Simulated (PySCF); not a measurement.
SnClI, SMILES [Cl][Sn][I] (connectivity only; charge and spin as stated), neutral, multiplicity 1. The structure is a stationary point at B3LYP-D3(BJ)/def2-SVP. The def2 effective core potentials stand for the cores of I, Sn; spin–orbit coupling is left out.

These are B3LYP-D3(BJ)/def2-SVP run with PySCF values and carry that method's errors.

Harmonic wavenumbers (cm⁻¹): 86, 189, 346. Rotational constants (GHz): 3.828, 0.8136, 0.6710; symmetry number 1.

Question: Work out the zero-point energy and the ideal-gas rigid-rotor harmonic-oscillator thermochemistry at 298.15 K and 1 atm.

Answer: ZPE = ½ Σ hcν = ½ × 622 cm⁻¹ = 0.89 kcal/mol. H − E(el) = 4.33 kcal/mol. Entropy in cal/(mol K): translation 42.80, rotation 29.42, vibration 7.16, total 79.38. G − E(el) = -19.34 kcal/mol. Cp = 13.34 cal/(mol K). Modes under 150 cm⁻¹ make the vibrational entropy uncertain.
